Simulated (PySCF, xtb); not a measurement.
Hf(Cl)2(OH) (Cl2HHfO), SMILES [Cl][Hf+]([OH])[Cl], charge +1, multiplicity 1.

GFN2-xTB (xtb 6.7.1) at its own geometry gives an orbital gap of 2.98 eV.

Geometry optimised at PBE-D3(BJ)/def2-SVP. The spin state was assumed, not searched. The isomer is the one that the SMILES or the coordinates give; other isomers of the formula were not compared. The def2 effective core potentials stand for the cores of Hf; spin–orbit coupling is left out. One conformer was computed; it need not be the lowest.

Task: What does HF/def2-TZVPD run with PySCF give? (An estimate is asked for; the answer gives what the named calculation found.)

Result: gap 11.39 eV (levels -17.35 and -5.95 eV).
